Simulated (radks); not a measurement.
Results of a calculation; reference values are marked as such.
Task: Radial electron density D(r) = 4 pi r^2 rho(r) of an atom or ion with 68 electrons. Code: a radial shooting solver on a logarithmic mesh with Libxc functionals. Model: non-relativistic Kohn-Sham, exchange-only LDA, spin-polarised, spherical densities, point nucleus.

```
   r/bohr * D(r) (the largest magnitude, 119, reaches the edge; | marks zero)
 0.001012 |*
 0.001187 | *
 0.001382 | *
 0.001622 |  *
 0.001903 |   *
 0.002216 |    *
   0.0026 |     *
 0.003051 |       *
 0.003552 |         *
 0.004168 |            *
 0.004853 |               *
 0.005695 |                   *
 0.006683 |                       *
  0.00778 |                           *
  0.00913 |                               *
  0.01071 |                                  *
  0.01247 |                                     *
  0.01464 |                                       *
  0.01704 |                                       *
     0.02 |                                      *
  0.02347 |                                     *
  0.02732 |                                    *
  0.03206 |                                    *
  0.03732 |                                      *
   0.0438 |                                          *
  0.05139 |                                                *
  0.05983 |                                                     *
  0.07021 |                                                      *
   0.0824 |                                                   *
  0.09592 |                                               *
   0.1126 |                                           *
    0.131 |                                           *
   0.1538 |                                              *
   0.1805 |                                                *
   0.2101 |                                             *
   0.2465 |                                    *
   0.2893 |                           *
   0.3368 |                      *
   0.3953 |                        *
   0.4601 |                           *
     0.54 |                          *
   0.6337 |                     *
   0.7377 |              *
   0.8657 |         *
    1.008 |      *
    1.183 |     *
    1.388 |    *
    1.616 |  *
    1.896 | *
    2.225 |*
     2.59 |*
     3.04 *
    3.539 *
    4.153 *
    4.873 *
    5.673 *
    6.658 *
    7.813 *
    9.096 *
    10.67 *
    12.43 *
    14.58 *
```

What is the nuclear charge?

Result: Z = 68. The innermost maximum, from 1s, lies near 1/Z = 0.0147 bohr (found: 0.0165), and its height grows with Z. The density is that of neutral erbium in [Xe] 4f12 6s2; the configuration itself is not fixed sharply by these data, and Z only to a few units. D(r) has 4 maxima, at r = 0.0165, 0.0685, 0.180, 0.487 bohr, and minima at 0.0296, 0.121, 0.348 bohr, inside which lie 1.97, 11.39, 29.86 electrons.
